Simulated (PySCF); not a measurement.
## Spin-rotation constants: `O[SiH2][Si@H]([SiH3])O[SiH3]`, H₁₀O₂Si₄

Molfile (atoms numbered from 1):
```
H10O2Si4
     RDKit          3D

 16 15  0  0  0  0  0  0  0  0999 V2000
    2.8045   -0.5776    0.5162 O   0  0  0  0  0  0  0  0  0  0  0  0
    1.5378   -1.5355   -0.0234 Si  0  0  0  0  0  4  0  0  0  0  0  0
    0.0023    0.0409   -0.8450 Si  0  0  2  0  0  4  0  0  0  0  0  0
    0.5190    2.0707    0.2292 Si  0  0  0  0  0  4  0  0  0  0  0  0
   -1.5618   -0.4589   -0.5198 O   0  0  0  0  0  0  0  0  0  0  0  0
   -2.6944   -0.3727    0.6887 Si  0  0  0  0  0  4  0  0  0  0  0  0
    3.5478   -1.0204    0.9364 H   0  0  0  0  0  0  0  0  0  0  0  0
    0.9167   -2.3143    1.0994 H   0  0  0  0  0  0  0  0  0  0  0  0
    2.0031   -2.5315   -1.0430 H   0  0  0  0  0  0  0  0  0  0  0  0
    0.1261    0.2056   -2.3259 H   0  0  0  0  0  0  0  0  0  0  0  0
    1.8659    2.5293   -0.2263 H   0  0  0  0  0  0  0  0  0  0  0  0
    0.5341    1.8820    1.7125 H   0  0  0  0  0  0  0  0  0  0  0  0
   -0.4900    3.1263   -0.1011 H   0  0  0  0  0  0  0  0  0  0  0  0
   -2.7029    1.0013    1.2816 H   0  0  0  0  0  0  0  0  0  0  0  0
   -4.0313   -0.6787    0.1079 H   0  0  0  0  0  0  0  0  0  0  0  0
   -2.3841   -1.3564    1.7696 H   0  0  0  0  0  0  0  0  0  0  0  0
  1  2  1  0
  2  3  1  0
  3  4  1  0
  3  5  1  0
  5  6  1  0
  1  7  1  0
  2  8  1  0
  2  9  1  0
  3 10  1  6
  4 11  1  0
  4 12  1  0
  4 13  1  0
  6 14  1  0
  6 15  1  0
  6 16  1  0
M  END
```

Method: GIAO LC-wPBE/pcSseg-0 magnetisability, rotational g tensor and spin-rotation constants, non-relativistic, gas phase in PySCF 2.14.0. Geometry: PBE0-D3(BJ)/def2-SVP.

Give the nuclear spin-rotation constants along the inertial axes (H = +C I·J) beside the isotropic shieldings.

Rotational constants 1.7407, 0.9109, 0.6945 GHz. A star marks the isotopologue with that one atom substituted, in its own axes.
| atom | isotope | Caa (kHz) | Cbb (kHz) | Ccc (kHz) | mean (kHz) | σ (ppm) |
| --- | --- | --- | --- | --- | --- | --- |
| H7 | 1H | -0.091 | -0.135 | -0.082 | -0.103 | 34.1 |
| H8 | 1H | -0.128 | -0.053 | -0.013 | -0.065 | 27.2 |
| H9 | 1H | -0.123 | -0.038 | -0.028 | -0.063 | 27.3 |
| H10 | 1H | -0.181 | -0.080 | 0.036 | -0.075 | 26.6 |
| H11 | 1H | -0.023 | -0.075 | -0.070 | -0.056 | 29.6 |
| H12 | 1H | -0.194 | -0.092 | 0.014 | -0.090 | 29.4 |
| H13 | 1H | -0.074 | -0.044 | -0.071 | -0.063 | 29.5 |
| H14 | 1H | -0.162 | 0.017 | -0.059 | -0.068 | 27.8 |
| H15 | 1H | -0.002 | -0.072 | -0.052 | -0.042 | 27.6 |
| H16 | 1H | -0.150 | -0.038 | -0.020 | -0.069 | 27.7 |
| O1 | 17O* | -0.002 | -0.018 | 0.010 | -0.003 | 392.9 |
| Si2 | 29Si* | -0.923 | -0.505 | -0.419 | -0.616 | 405.4 |
| Si3 | 29Si* | -0.775 | -0.534 | -0.477 | -0.595 | 398.6 |
| Si4 | 29Si* | -0.738 | -0.387 | -0.295 | -0.473 | 520.1 |
| O5 | 17O* | -0.155 | 0.092 | 0.039 | -0.008 | 423.3 |
| Si6 | 29Si* | -0.899 | -0.551 | -0.363 | -0.604 | 416.2 |

For the geometry as given, no vibrational averaging.
